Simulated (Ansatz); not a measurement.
Molecule: CF$_{2}$, charge -1, multiplicity 2. 
Coordinates optimised at B3LYP-D3(BJ)/def2-TZVP (Ansatz, an electronic-structure program):
```xyz
3

C      0.0538    -0.0550     0.6938
F      0.5690     0.9631    -0.2019
F     -0.6048    -0.9264    -0.2606
```
Charge -1, spin multiplicity 2.

Basis-set convergence of Hartree-Fock and MP2 correlation energies (hartree) with Ansatz. Valence correlation only, unless marked. Open shells are spin-unrestricted. No spin-orbit coupling. Non-relativistic.

```csv
basis,functions,E(HF),"E(corr, MP2)"
aug-cc-pVDZ,69,-236.68353,-0.53479
aug-cc-pVTZ,138,?,?
```

Problem. What belongs in the gaps?

Solution. 
- aug-cc-pVTZ, E(HF): -236.74358
- aug-cc-pVTZ, E(corr, MP2): -0.66640
